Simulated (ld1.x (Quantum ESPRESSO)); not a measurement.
# Building the TM potential for arsenic (As) (LDA (PZ), non-relativistic).

As, norm-conserving Troullier–Martins (Kleinman–Bylander form), made with ld1.x (Quantum ESPRESSO) 7.5 (LDA (PZ), non-relativistic). Core [Ar] 3d10, reference 4s2 4p3. Waves: 4s (bound): rc 1.40 bohr; 4p (bound): rc 1.55 bohr. Local part: the p channel. Core correction: Bessel-smoothed model core, default radius (core density twice the valence density).

All-electron outer shells of the reference configuration (LDA (PZ), non-relativistic, ld1.x):

```tsv
shell	level (eV)	outermost node (bohr)	outermost maximum (bohr)
3d	-41.97	–	0.47
4s	-14.25	0.75	1.63
4p	-5.38	0.78	1.97
```

What the tests gave:

* Cutoffs needed: 40 Ry and 80 Ry (the cutoffs (Ry, on a coarse ladder) from which the occupation-weighted sum of valence levels, in a spherical-Bessel basis at the reference potential, stays within 10 and 1 mRy of its value at 400 Ry)
* Ghost test: no extra level below or beside the all-electron valence levels (s, p, d, f tested) (spherical-Bessel basis up to 400 Ry, 20 bohr box)
* Largest excitation error: -90 meV (all-electron minus pseudo) for 4s2 4p0, out of 7 test configurations

Generation and tests took about 1.9 s on one core of a shared server CPU.
